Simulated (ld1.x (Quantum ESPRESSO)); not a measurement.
Which change was made? (Ti, TM)

Ti, norm-conserving Troullier–Martins (Kleinman–Bylander form), made with ld1.x (Quantum ESPRESSO) 7.5 (PBE, scalar-relativistic). Core [Ar], reference 3d2 4s0.5 4p0 (charge +1.5). Waves: 4s (bound): rc 2.55 bohr; 3d (bound): rc 1.50 bohr; 4p (bound, empty): rc 2.35 bohr. Local part: the p channel. Core correction: Bessel-smoothed model core, default radius (core density twice the valence density).

Cutoffs, loose and tight: the cutoffs (Ry, on a coarse ladder) from which the occupation-weighted sum of valence levels, in a spherical-Bessel basis at the reference potential, stays within 10 and 1 mRy of its value at 400 Ry. They do not see the model core or the augmentation charge, which bear on the density cutoff. Test errors are all-electron minus pseudo excitation energies from the reference, over the configurations 3d2 4s2 4p0; 3d2 4s1 4p0; 3d2 4s0 4p0; 3d2.5 4s1.5 4p0; 3d1 4s2 4p1; 3d1 4s0 4p0; 3d3 4s0 4p0; variants that change the core or the reference have their own tests. The largest error is taken over the tests solved by every variant that gives reliable tests at all, those not shown here included: 3d1 4s2 4p1; 3d2 4s0 4p0; 3d2 4s1 4p0; 3d3 4s0 4p0.

The base gives: outcome: generated; cutoff, loose: 80 Ry; cutoff, tight: 90 Ry; bound ghosts: s; largest test error (meV): -579.

Task: After one change the result is: outcome: generated; cutoff, loose: 80 Ry; cutoff, tight: 90 Ry; bound ghosts: s; largest test error (meV): -492. Which change was it?
A. wave 4s (bound): rc 2.55 bohr becomes 4s (bound): rc 1.56 bohr
B. all radii but the core radius scaled by about 1.21 (s 3.08, p 2.84, d 1.82 bohr)
C. reference 3d2 4s1.5 4p0.5

Result: C. The others give: wave 4s (bound): rc 2.55 bohr becomes 4s (bound): rc 1.56 bohr → outcome: generated; cutoff, loose: 100 Ry; cutoff, tight: 140 Ry; bound ghosts: s; largest test error (meV): -281 | all radii but the core radius scaled by about 1.21 (s 3.08, p 2.84, d 1.82 bohr) → outcome: generated; cutoff, loose: 60 Ry; cutoff, tight: 70 Ry; bound ghosts: s; largest test error (meV): -563.
